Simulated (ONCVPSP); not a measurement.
Before and after: ONCV potential for V (Z = 23)

V (Z = 23), optimised norm-conserving Vanderbilt (ONCV), made with ONCVPSP 4.0.1 (PBE, non-relativistic). Core [Ar], reference 3d3 4s1.5 4p0.5. Waves: 4s: rc 2.30 bohr, ncon 5, nbas 10, qcut 2.6 1/bohr, 2 projectors, debl 0.7 Ha; 4p: rc 3.00 bohr, ncon 4, nbas 8, qcut 3.1 1/bohr, 3 projectors, debl 1.1 Ha; 3d: rc 1.25 bohr, ncon 4, nbas 9, qcut 13.6 1/bohr, 2 projectors, debl 0.4 Ha. Local part: polynomial inside 0.85 bohr (lpopt 4, dvloc0 3 Ha). Core correction: Teter function, fcfact 4.75, rcfact 1.6.

Change: local potential polynomial inside 0.85 bohr (lpopt 4, dvloc0 4 Ha).

Cutoffs: the cutoffs (Ha) at which the residual kinetic energy of the hardest occupied pseudo-wave falls to 1 and 0.1 mHa per electron; they do not see the model core or the augmentation charge, which bear on the density cutoff. Errors are all-electron minus pseudo energies relative to the spin-unpolarised reference configuration.

What does the change do?

The potential gets neither clearly harder nor softer (61 Ha and 71 Ha → 61 Ha and 71 Ha); both files keep a bound ghost (s); the errors of the 4 common tests hardly move; the range in which the p phases agree narrows (upper end at the end of the scan → 2.4).

| quantity | base | changed |
| --- | --- | --- |
| cutoff, loose | 61 Ha | 61 Ha |
| cutoff, tight | 71 Ha | 71 Ha |
| bound ghosts | s | s |
| GHOST(+) flags under 300 eV | p at 62.3 eV | p at 66.1 eV |
| error for 3d3 4s2 4p0, meV [ΔE -1.61 eV] | -2.9 | -2.9 |
| error for 3d3 4s1 4p0, meV [ΔE 6.04 eV] | -39 | -39 |
| error for 3d3 4s0 4p0, meV [ΔE 20.22 eV] | -283 | -283 |
| error for 3d3 4s1.5 4p0, meV [ΔE 1.44 eV] | -5.4 | -5.4 |
| s: phases at 2.33 bohr within 0.05 rad from the reference energy up to (Ha; the scan ends near 5) | 2.6 | 2.7 |
| p: phases at 3.05 bohr within 0.05 rad from the reference energy up to (Ha; the scan ends near 5) | to the end of the scan | 2.4 |
| d: phases at 1.27 bohr within 0.05 rad from the reference energy up to (Ha; the scan ends near 5) | to the end of the scan | to the end of the scan |
| rms error of d²Exc/dni dnj with the model core, mHa | 7.29 | 7.29 |

 A true bound ghost makes a file unfit for plane-wave use even where its test errors are small: the radial tests pick states by their node count and pass the ghost by.
